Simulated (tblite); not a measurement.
Isomers of C5H15FSi3. Level: GFN2-xTB in tblite, geometry and Hessian alike; calculated harmonic values, unscaled, isolated species. This tight-binding method is rough: wavenumbers can miss measured ones by several per cent, in bad cases by 10 to 20. Modes of hydrogen on silicon can be 10 to 20 % off. One conformer each.

Electronic energies: GFN2-xTB at the same geometries; isomer energies are rough at this level and their order can be wrong.

```tsv
SMILES	electronic energy, lowest = 0 (kcal/mol)
C[SiH2]C[C@@H]1CC[SiH2][Si@H]1F	0.0
C=C[Si@](C)(C[SiH3])C[SiH2]F	23.4
FC/C=C\[SiH2][C@H]([SiH3])C[SiH3]	58.4
C[Si@@H]1C[Si@@H](CC[SiH3])[C@H]1F	62.3
C[SiH2]C[C@@H]1[SiH2]C[SiH2][C@H]1F	39.6
```

How do GFN2-xTB zero-point energies change the relative energies?

| SMILES | ZPE (kcal/mol) | of it from modes above 1550 cm⁻¹ | electronic (kcal/mol) | with ZPE, lowest = 0 (kcal/mol) | lowest mode (cm⁻¹) | rings |
| --- | --- | --- | --- | --- | --- | --- |
| C[SiH2]C[C@@H]1CC[SiH2][Si@H]1F | 113.7 | 58.3 | 0.0 | 0.0 | 39 | 1 |
| C=C[Si@](C)(C[SiH3])C[SiH2]F | 110.3 | 61.9 | 23.4 | 19.9 | 14 | 0 |
| C[SiH2]C[C@@H]1[SiH2]C[SiH2][C@H]1F | 111.1 | 57.6 | 39.6 | 37.1 | 37 | 1 |
| FC/C=C\[SiH2][C@H]([SiH3])C[SiH3] | 106.8 | 57.6 | 58.4 | 51.5 | 12 | 0 |
| C[Si@@H]1C[Si@@H](CC[SiH3])[C@H]1F | 111.5 | 58.9 | 62.3 | 60.1 | 21 | 1 |

The zero-point energies span 6.9 kcal/mol, from `FC/C=C\[SiH2][C@H]([SiH3])C[SiH3]` to `C[SiH2]C[C@@H]1CC[SiH2][Si@H]1F`. The order is unchanged.
